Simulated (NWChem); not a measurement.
Species: GeHSI, singlet; SMILES [Ge]([SH])[I]

```xyz
4

Ge     0.7970    -1.0641     0.0000
I     -0.1091     1.3353     0.0000
S     -1.1924    -2.0870     0.0000
H     -0.6442    -3.3261     0.0000
```
Atoms are numbered in this order, from 1.

Program: NWChem. Low-valent species are run as closed-shell singlets; no triplet was tried in these runs. Structure relaxed at the PBE0/def2-SVP level. def2 effective core potentials on I; no spin-orbit coupling.

Order these by “orbital gap (eV)”, lowest first: HCTH/407/def2-SVP; B3LYP/def2-SVP; BHandHLYP/def2-SVP; LRC-wPBEh/def2-SVP.

HCTH/407/def2-SVP (2.64), B3LYP/def2-SVP (3.91), BHandHLYP/def2-SVP (5.95), LRC-wPBEh/def2-SVP (7.63)
